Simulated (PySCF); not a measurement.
# One molecule, several mistakes: AlBH4NO

All numbers below are calculated, not measured. They come from PySCF 2.14.0, an open-source quantum chemistry program, on an isolated molecule that a program drew, which may never have been made. The molecule is AlBH4NO (charge 0, doublet), drawn as the SMILES string `N[BH][Al][OH]`.

Each row is a Hartree-Fock (HF) and frozen-core CCSD(T) single point in the cc-pV(D+d)Z basis, meant for a local HF minimum. Run 1 is clean. Each other run has one planted mistake out of seven kinds, and not every kind appears here: one electron removed, one electron added, multiplicity raised by two, geometry at a saddle point, minimal basis STO-3G, one bond length entered in bohr, all coordinates scaled. The reference is restricted for singlets and unrestricted otherwise, and also for a bond in bohr. Adding or removing an electron swaps singlet and doublet. Electrons count all cores. HOMO and LUMO are orbital energies over both spins, the gradient is its largest component, and the lowest frequency (negative if imaginary) is given only where the gradient is small. Bond lengths are over the 7 bonds as drawn. T1 is the CCSD diagnostic: over 0.02 (restricted) or 0.045 (unrestricted) a single reference is doubtful.

Geometry of the clean run:
```xyz
8
AlBH4NO, angstrom
N    -2.2557    2.8360    1.4361
B    -1.1661    2.3503    0.7232
Al   -0.2613    3.5222   -0.8997
O     1.0739    2.8977   -1.7536
H    -2.6841    3.7217    1.2615
H    -2.6909    2.3282    2.1803
H    -0.7509    1.2611    1.0437
H     1.5133    2.0721   -1.6288
```

| run | electrons | basis functions | <S^2> | HOMO (eV) | LUMO (eV) | gradient (hartree/bohr) | lowest frequency (cm^-1) | mean bond (Å) | longest bond (Å) | T1 | HF (hartree) | CCSD(T) (hartree) | mistake |
|---|---|---|---|---|---|---|---|---|---|---|---|---|---|
| 1 | 37 | 85 | 0.762 | -7.28 | 1.43 | 1.0e-05 | 23 | 1.3489 | 2.197 | 0.0187 | -398.30537 | -398.84122 | no fault |
| 2 | 36 | 85 | 0.000 | -16.46 | -5.88 | 4.3e-02 | - | 1.3489 | 2.197 | 0.0211 | -398.06274 | -398.60016 | one electron removed |
| 3 | 37 | 85 | 3.754 | -5.99 | -0.75 | 3.3e-02 | - | 1.3489 | 2.197 | 0.0219 | -398.18651 | -398.70071 | multiplicity raised by two |
| 4 | 38 | 85 | 0.000 | 0.42 | 6.78 | 4.7e-02 | - | 1.3489 | 2.197 | 0.0174 | -398.26263 | -398.82883 | ? |

**Which mistake was planted in run 4, and what did it cost?**

It counts 38 electrons, one more than the clean run, at the same geometry and basis. So the mistake is: one electron added. Subtracting run 1 and multiplying by 627.51 kcal/mol a hartree, the energy moved by 26.8 kcal/mol in HF and 7.8 kcal/mol in CCSD(T).

Cautions from the logs. Run 2: T1 is over the limit, so its CCSD(T) energy is less reliable; run 4: the HOMO is above zero, so the electron isn't bound and the energy depends on the basis.
